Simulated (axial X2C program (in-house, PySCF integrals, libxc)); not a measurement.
# YF⁻: from Re and ωe to a spectrum

A bond curve at the PBE level, 2c, was computed with an in-house all-electron X2C program for linear molecules (integrals from PySCF) (basis Y dyall-acv3z [12s13p10d6f3g], F dyall-av3z [7s6p3d2f] (cores contracted in-house)) for the state Ω = 3/2 (⟨Sz⟩ = -0.07, ⟨Lz⟩ = 1.57 at PBE). Its fit gives Re = 1.9722 Å, ωe = 549.5 cm⁻¹, ωexe = 3.04 cm⁻¹ and αe = 1.966e-03 cm⁻¹; the masses are 88.9058 and 18.9984 u. Two-component means X2C with spin–orbit coupling and atomic mean-field Coulomb and Gaunt terms.

Problem. Find the reduced mass, Be and the force constant.

Solution. From the PBE values: μ = 15.6534 u. Be = 16.8576/(μ Re²) = 0.2769 cm⁻¹. k = 5.8918×10⁻⁷ μ ωe² = 2.78 mdyn/Å.

Problem. A Morse curve ties αe to the other constants (Pekeris). How well does that hold?

Solution. αe(Morse) = 6Be²/ωe × (√(ωexe/Be) − 1) = 1.937e-03 cm⁻¹; the PBE curve gives 1.966e-03 cm⁻¹, a ratio of 0.99.

Problem. Estimate the centrifugal constant by the Kratzer relation.

Solution. D = 4Be³/ωe² = 2.81e-07 cm⁻¹.

Problem. Where do the fundamental and the first overtone lie?

Solution. ν(1←0) = ωe − 2ωexe = 543.4 cm⁻¹; ν(2←0) = 2ωe − 6ωexe = 1080.8 cm⁻¹.

Occupations by symmetry block were frozen at the best pattern of an incomplete PBE0 search. Density functionals use the spin component along the axis (collinear). Other states lie close and PBE0, whose exact exchange favours high spin, may order them wrongly; the determinant shown need not be the ground state. The nearest other 2c determinant of the search, Ω = 1/2, lies 0.01 eV up at the distance of the search. Without a current term, density functionals place determinants with orbital angular momentum somewhat too high. The highest occupied level of some functionals is positive through self-interaction error; at Hartree–Fock it is bound.
